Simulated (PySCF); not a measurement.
How methods differ on the ionisation energy of Ta(36+)

Ta(36+) [Kr] 4d1 [4d3/2^1, M_J = 3/2] → Ta(37+) [Kr], as a difference of total energies. Computed with PySCF 2.14 in an uncontracted even-tempered set (17 s from 3.9 bohr⁻², ratio 2.8; 14 p from 5.1 bohr⁻², ratio 2.8; 9 d from 5.1 bohr⁻², ratio 2.8; 3 f from 18 bohr⁻², ratio 3), with the two-component X2C-1e Hamiltonian. Correlated levels: [Ar] 3d10 frozen; the 98 highest virtual spinors dropped. "Screened" scales the spin-orbit matrix elements by Boettger's factors to mimic the two-electron term; Breit and QED terms are absent.

| method | ionisation energy (eV) |
| --- | --- |
| GHF (spin-free) | 1532.4 |
| GMP2 (spin-free) | 1532.4 |
| GHF (screened spin-orbit) | 1543.1 |
| GMP2 (screened spin-orbit) | 1543.2 |

Breit and QED terms and the two-electron picture change are absent.

The spin-free rows lack the spin-orbit shift.

For comparison: 1542 ± 5 eV (theoretical estimate listed by NIST; NIST Atomic Spectra Database, ionization energies).
